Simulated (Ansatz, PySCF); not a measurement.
HFGeO (SMILES [OH][Ge][F]), singlet, geometry from GFN2-xTB, atoms displaced at random by about 0.08 Å a coordinate. Base run: PBE/STO-3G, gradient in PySCF.

Here is a job for PySCF.
```python
from pyscf import gto, scf, dft

mol = gto.Mole()
mol.atom = '''
    Ge    0.072343   -0.063942    0.280201
    F     0.154690    1.500709   -0.624121
    O    -0.764481   -1.022450   -0.737989
    H    -1.124387   -1.942638   -0.657623
'''
mol.basis = 'sto-3g'
mol.charge = 0
mol.spin = 0
mol.verbose = 4
mol.build()

mf = dft.RKS(mol)
mf.xc = 'pbe'
mf.kernel()
g = mf.nuc_grad_method()
grad = g.kernel()
```

Programs used: Ansatz (a quantum-chemistry and plane-wave program), PySCF; a row that names a program was run with it.

The coordinate followed is x of atom 2.

The base run was repeated with changes; each row names its change, and settings that it needs were set with it.

```tsv
change	dE/dx (Eh/bohr)	net force (Eh/bohr)
base	0.011495	0.000147
finite difference step (bohr) = 1e-5; conv_tol = 1e-11	0.011494	-
grids.level = 1; grid_response = off	0.009630	0.001946
grids.level = 1; grid_response = on	0.009739	0.000000
grids.level = 5; grid_response = off	0.011485	0.000036
finite difference step (bohr) = 0.2; conv_tol = 1e-11	0.011457	-
code = ansatz	0.011464	0.000000
finite difference step (bohr) = 0.05; conv_tol = 1e-11	0.011491	-
density fitting = on	0.011495	0.000147
density fitting = on; auxbasis_response = off	0.011238	0.006162
grid_response = on	0.011494	0.000000
conv_tol = 1e-11	0.011494	0.000147
```

The net force is zero for an exact gradient.
